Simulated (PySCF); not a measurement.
Nonlinear optical response: SMILES FC1=C[C@H]2C=C[C@@H]1C=C2, C8H7F

Cartesian coordinates in Å; atom numbers follow the order of the lines, from 1:
```xyz
16

F     0.1569   -1.7312    2.3509
C     0.0661   -0.8455    1.3665
C    -0.6466    0.2751    1.3655
C    -0.4794    1.0207    0.0391
C    -0.8799    0.0375   -1.0689
C    -0.1823   -1.0952   -1.0363
C     0.8529   -1.1183    0.0951
C     1.7323    0.1214   -0.1109
C     1.0268    1.2490   -0.1471
H    -1.2706    0.6390    2.1801
H    -1.0578    1.9513    0.0124
H    -1.6586    0.2816   -1.7930
H    -0.2922   -1.9360   -1.7223
H     1.4156   -2.0564    0.1637
H     2.8143    0.0379   -0.2200
H     1.4373    2.2489   -0.2955
```

The calculation used quadratic response CAM-B3LYP/aug-cc-pVDZ first hyperpolarisability, Taylor convention, gas phase in PySCF 2.14.0. Geometry: PBE0-D3(BJ)/def2-SVP.

Problem. What is the first hyperpolarisability, and how does it disperse?

Solution. In 10⁻³⁰ esu, Taylor convention; the vector part is βᵢ = ⅓ Σⱼ (βᵢⱼⱼ + βⱼᵢⱼ + βⱼⱼᵢ); β∥ is 3/5 of the vector part along the dipole, the dipole points from − to +:
| process | λ (nm) | β vector norm | β∥ | β HRS | depolarisation ratio |
| --- | --- | --- | --- | --- | --- |
| static β(0;0,0) | ∞ | 1.48 | -0.89 | 0.58 | 6.36 |
| second harmonic β(−2ω;ω,ω) | 1907 | 1.52 | -0.91 | 0.60 | 6.26 |
| Pockels β(−ω;ω,0) | 1907 | 1.49 | -0.89 | – | – |
| second harmonic β(−2ω;ω,ω) | 1064 | 1.64 | -0.98 | 0.65 | 6.01 |
| Pockels β(−ω;ω,0) | 1064 | 1.53 | -0.92 | – | – |

Problem. Which lowest excitations, dipole and polarisabilities go with it?

Solution. S1 4.85 eV (f = 0.000); S2 5.15 eV (f = 0.000); S3 5.49 eV (f = 0.000); dipole 1.61 D; isotropic α 81.9 au static, 82.1 au at 1907 nm, 82.5 au at 1064 nm, 82.7 au at 953.5 nm, 84.6 au at 532 nm.
